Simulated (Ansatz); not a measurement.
Reaction (isomerisation): `OC1CC[Se]1` → `CO/C=C\[SeH]`

Gas-phase electronic energies from Ansatz, PBE0-D4/def2-TZVP geometries. CBS: MP2 limit from def2 TZ/QZ plus the TZ coupled-cluster correction, frozen cores. Functionals use def2-TZVPP. For Se outer-core shells are correlated without core-valence functions, which leaves a few kJ/mol of doubt a bond. Scalar relativity is left out up to krypton. One conformer a species, not always the lowest.

**Question.** Is it downhill or uphill in electronic energy at CCSD(T)/CBS, and by how much? (Estimate.)

**Answer.** Computed: Uphill: ΔE = +15.3 kcal/mol.

**Question.** What do these levels give: PBE-D4, r2SCAN-D4, ωB97X-V, CCSD(T)/def2-TZVPP, HF/def2-QZVPP, MP2/CBS(def2)? (Estimate.)

**Answer.** Computed: PBE-D4 13.7, r2SCAN-D4 12.6, ωB97X-V 14.6, CCSD(T)/def2-TZVPP 14.4, HF/def2-QZVPP 7.0, MP2/CBS(def2) 18.1 kcal/mol.

Largest T1 diagnostic among the species: 0.011.

In def2-TZVPP, CCSD(T) changes the Hartree–Fock value by +7.1 kcal/mol (the triples alone add +0.4 kcal/mol) and MP2 by +9.9 kcal/mol. From PBE to PBE0 (25 % exact exchange), in def2-TZVPP and without D4, ΔE moves by +2.0 kcal/mol.
